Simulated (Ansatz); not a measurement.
Mulliken charges of ClF$_{2}$GeH, SMILES `[F][GeH]([F])[Cl]` from B3LYP/def2-TZVPP in Ansatz (PBE0-D4/def2-TZVP geometry).

```json
{"atom": "F1", "x (Å)": "1.538", "y (Å)": "0.700", "z (Å)": "-0.230", "charge (e)": "-0.343"}
{"atom": "Ge2", "x (Å)": "0.017", "y (Å)": "-0.012", "z (Å)": "0.111", "charge (e)": "0.902"}
{"atom": "F3", "x (Å)": "-1.126", "y (Å)": "1.249", "z (Å)": "-0.093", "charge (e)": "-0.343"}
{"atom": "Cl4", "x (Å)": "-0.360", "y (Å)": "-1.470", "z (Å)": "-1.365", "charge (e)": "-0.241"}
{"atom": "H5", "x (Å)": "-0.019", "y (Å)": "-0.540", "z (Å)": "1.536", "charge (e)": "0.025"}
```

Q: By hand: the dipole of these point charges (1 e Å = 4.8032 D).

A: Σ q r = (-0.040, -0.339, 0.578) e Å, of length 0.671 e Å = 3.22 D.

Q: How does the dipole of the full density compare? (Estimate.)

A: Computed: (-0.045, -0.303, 0.332) e Å, 2.17 D; the point charges give 1.48 times that, at 12° from its direction.

Point charges leave out the atoms' own dipoles, such as those of lone pairs, and Mulliken's split depends on the basis, so the two needn't agree.

B3LYP here is the variant with VWN-RPA as its local correlation; programs differ in this.
